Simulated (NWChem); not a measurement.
# AgI; SMILES [Ag][I]

Results from NWChem. All runs use the structure optimised with PBE0-D3(BJ)/def2-TZVP. def2 effective core potentials on Ag, I; no spin-orbit coupling. Level: PBE0/def2-SVPD; the question gives the wavelength of the field.

**Question.** What does the run give for field static? Quantities: isotropic polarisability (bohr³); anisotropy (bohr³).

**Answer.** 
| Item | Result |
|---|---|
| isotropic polarisability (bohr³) | 66.0 |
| anisotropy (bohr³) | 34.8 |
